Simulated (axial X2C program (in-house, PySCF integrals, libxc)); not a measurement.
Potential curves of GaH⁻, spin-free

Computed with an in-house all-electron X2C program for linear molecules (integrals from PySCF). Spin-free means the one-electron spin-free X2C Hamiltonian. Basis: Ga dyall-acv3z [10s10p8d5f1g], H dyall-av3z [7s3p2d] (cores contracted in-house); Gaussian nuclei, density fitting, unrestricted open shells. Masses: Ga 68.926 u, H 1.008 u.

State: M_S = 1/2, Λ = 1 (beyond evenly filled blocks: π+α). Energies in eV from the fragments at the same level (Ga + H-). Fits are polynomials in 1 − R0/R over 0.85 to 1.23 times the lowest point R0.

```json
{"R (Å)": "1.4860", "PBE0": "-2.1453", "CCSD": ""}
{"R (Å)": "1.5543", "PBE0": "-2.2865", "CCSD": "-2.1960"}
{"R (Å)": "1.6055", "PBE0": "-2.3484", "CCSD": "-2.2545"}
{"R (Å)": "1.6568", "PBE0": "-2.3808", "CCSD": "-2.2839"}
{"R (Å)": "1.7080", "PBE0": "-2.3895", "CCSD": "-2.2904"}
{"R (Å)": "1.7678", "PBE0": "-2.3761", "CCSD": "-2.2754"}
{"R (Å)": "1.8276", "PBE0": "-2.3431", "CCSD": "-2.2419"}
{"R (Å)": "1.9044", "PBE0": "-2.2798", "CCSD": "-2.1790"}
{"R (Å)": "1.9984", "PBE0": "-2.1808", "CCSD": ""}
{"R (Å)": "2.1350", "PBE0": "-2.0141", "CCSD": ""}
```

Correlated methods: 15 electrons correlated (number of frozen shells: Ga 3 s, 2 p; H none), 241 virtual spin orbitals or spinors in MP2, 90 natural virtuals in coupled cluster.

The state is one determinant whose occupation by symmetry is held fixed; it was picked as the lowest of a PBE0 search that is not exhaustive. Dissociation energies refer to the lowest single-determinant-based atoms at the same level and basis. CCSD ran in a truncated set of natural virtual spinors with an MP2 remainder; without triples it tends to underbind. The highest occupied level is positive at some bond lengths even in Hartree–Fock (under at least one Hamiltonian), so the basis set holds the extra electron there; where that holds at Re the anion is at best weakly bound and its constants depend on the basis. Without a current term, density functionals place determinants with orbital angular momentum somewhat too high. Spin-free De lacks the spin–orbit lowering of the heavy p-block atom, a tenth of an eV or more for 4p and 5p, up to an eV for 6p and one to two eV for 7p atoms, less what an open-shell molecule gains itself. Coupled cluster ran on the points near the minimum only. MP2 and coupled cluster on one determinant become unreliable at the stretched end.

(1) Fit the PBE0 curve near its minimum: give the equilibrium distance, the harmonic wavenumber and the well depth.

(2) Fit the CCSD curve near its minimum: give the equilibrium distance, the harmonic wavenumber and the well depth.

Results:

(1) At PBE0, spin-free: Re = 1.704 Å, ωe ≈ 1410 cm⁻¹, De = 2.39 eV to Ga + H-; Be follows as 5.84 cm⁻¹.

(2) At CCSD, spin-free: Re = 1.699 Å, ωe ≈ 1400 cm⁻¹, De = 2.29 eV to Ga + H-; Be follows as 5.88 cm⁻¹.
